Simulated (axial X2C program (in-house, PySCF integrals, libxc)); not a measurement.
LiAs⁻: from the spin-free to the two-component result

All values were computed with an in-house relativistic program for diatomic molecules. Spin-free means the one-electron spin-free X2C Hamiltonian; two-component (2c) means X2C with spin–orbit coupling and atomic mean-field two-electron Coulomb and Gaunt terms, so the difference of the two also holds small scalar two-electron terms. Basis: As dyall-acv3z [10s10p7d5f1g], Li dyall-av3z [9s9p3d] (cores contracted in-house); Gaussian nuclei, density fitting, unrestricted open shells. Masses: As 74.922 u, Li 7.016 u.

Spin-free state: M_S = 3/2, Λ = 0 (beyond evenly filled blocks: σα, π+α, π-α); fragments As- + Li for PBE0, MP2, CCSD(T); As + Li- for HF, CCSD.

```tsv
level	Re (Å)	ωe (cm⁻¹)	De (eV)	μ (D)
PBE0	2.526	352.0	1.571	-9.84
HF	2.558	351.1	n/a	-10.01
MP2	2.560	344.1	1.493	n/a
CCSD	2.557	344.3	n/a	n/a
CCSD(T)	2.562	341.3	1.534	n/a
```

Correlated methods: 7 electrons correlated (number of frozen shells: As 3 s, 2 p, 1 d; Li 1 s), 255 virtual spin orbitals or spinors in MP2, 87 natural virtuals in coupled cluster.

Dipoles are positive if Li is the positive end and refer to the centre of mass.

Two-component determinant lowest at the distance of the search:

Ω = 3/2 (⟨Sz⟩ = 1.48, ⟨Lz⟩ = 0.02 at HF); fragments As- + Li for PBE0, MP2, CCSD(T); As + Li- for HF, CCSD.

```tsv
level	Re (Å)	ωe (cm⁻¹)	De (eV)	μ (D)
PBE0	2.508	333.8	n/a	-8.98
HF	2.557	350.4	n/a	-9.96
MP2	2.560	343.8	1.443	n/a
CCSD	2.556	343.9	n/a	n/a
CCSD(T)	2.560	341.0	1.485	n/a
```

**Question.** From the two tables, how do the constants change at the CCSD(T) level (2c against spin-free)?

**Answer.** At the CCSD(T) level Re falls by 0.002 Å and ωe drops by 0.3 cm⁻¹; De changes by -0.049 eV.

One determinant describes the state; a PBE0 search over occupations chose it and may have missed a lower one. Dissociation energies refer to the lowest single-determinant-based atoms at the same level and basis. De is not given where an atomic determinant may have missed its ground term or J level, or where the truncated virtual space spoils (T). Density functionals use the spin component along the axis (collinear). CCSD and (T) use frozen natural virtuals with an MP2 correction for the truncation; (T) itself is uncorrected, so its De runs slightly low. Other states lie close and PBE0, whose exact exchange favours high spin, may order them wrongly; the determinant shown need not be the ground state. The nearest other spin-free determinant of the search, M_S = 1/2, Λ = 0, lies 0.03 eV up at the distance of the search. Without a current term, density functionals place determinants with orbital angular momentum somewhat too high. With several unpaired electrons one determinant need not be a pure state. A state of lower Ω lies just above, and one determinant can place such states too high, so the state shown need not be the lowest. The search has Ω = 1/2 only 0.04 eV up. The highest occupied level of some functionals is positive through self-interaction error; at Hartree–Fock it is bound. This is the top spin component of a Σ state; components of lower Ω are not single determinants and can lie lower.
